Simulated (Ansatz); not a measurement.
`CS[SiH](F)F` + `CN[SiH2]O` → `CN([SiH2]O)[SiH](F)F` + CH₃SH  (ligand exchange at the Si–S bond)

Computed with Ansatz on PBE0-D4/def2-TZVP structures; ΔE is electronic, products minus reactants. CBS: MP2 limit from def2 TZ/QZ plus the TZ coupled-cluster correction, frozen cores. This one scheme is used for every species. DFT in def2-TZVPP. B3LYP here is the variant with VWN-RPA as its local correlation; programs differ in this. Each species was taken in one conformer, which may not be the lowest.

`CS[SiH](F)F`:

```xyz
9

C     0.208    1.505    0.046
S     1.336    0.073    0.035
Si   -0.075   -1.471   -0.042
F    -1.014   -1.334   -1.316
F    -1.073   -1.405    1.194
H     0.841    2.390    0.081
H    -0.432    1.487    0.926
H    -0.393    1.531   -0.861
H     0.602   -2.777   -0.062
```

`CN[SiH2]O`:

Cartesian coordinates in Å:
```
C 1.393 -0.300 -0.667
N -0.046 -0.437 -0.686
Si -1.140 0.467 0.259
O -1.419 -0.031 1.809
H 1.892 -1.039 -0.028
H 1.658 0.692 -0.292
H 1.815 -0.386 -1.673
H -0.366 -1.299 -1.099
H -2.471 0.369 -0.378
H -0.582 1.846 0.297
H -0.731 0.121 2.458
```

`CN([SiH2]O)[SiH](F)F`:

Z-matrix (Å, degrees):
```
C
N 1 1.472
H 1 1.092 2 110.8
H 1 1.093 2 110.2 3 -118.7
H 1 1.093 2 111.7 3 121.1
Si 2 1.728 1 116.8 3 152.8
Si 2 1.695 1 118.2 3 -31.0
O 6 1.643 2 113.6 1 63.5
H 6 1.484 2 105.9 1 -173.4
H 6 1.479 2 109.1 1 -51.3
F 7 1.589 2 110.0 1 51.8
F 7 1.591 2 111.5 1 -63.3
H 7 1.468 2 111.9 1 174.5
H 8 0.958 6 118.2 2 65.9
```

CH₃SH:

Cartesian coordinates in Å:
```
C 0.011 0.075 -0.485
S 0.731 -0.205 1.147
H -0.618 -0.759 -0.793
H 0.850 0.150 -1.178
H -0.552 1.006 -0.520
H -0.423 -0.266 1.829
```

**Question.** Is it downhill or uphill in electronic energy at CCSD(T)/CBS, and by how much? (Estimate.)

**Answer.** Ansatz gave: Downhill: ΔE = -22.4 kJ/mol.

**Question.** What do these levels give: PBE-D4, PBE, B3LYP, CCSD(T)/def2-TZVPP, HF/CBS(def2), MP2/CBS(def2)? (Best estimate.)

**Answer.** Computed: PBE-D4 -9.1, PBE -6.3, B3LYP -15.2, CCSD(T)/def2-TZVPP -26.3, HF/CBS(def2) -27.0, MP2/CBS(def2) -20.1 kJ/mol.

Largest T1 diagnostic among the species: 0.012.

From PBE to PBE0 (25 % exact exchange), in def2-TZVPP and without D4, ΔE moves by −4.8 kJ/mol. The D4 term adds −4.2 kJ/mol with B3LYP and −2.6 kJ/mol with PBE0; it sums over pairs of atoms, weighted by their polarisabilities, and B3LYP, whose exchange is more repulsive, gets the larger term.
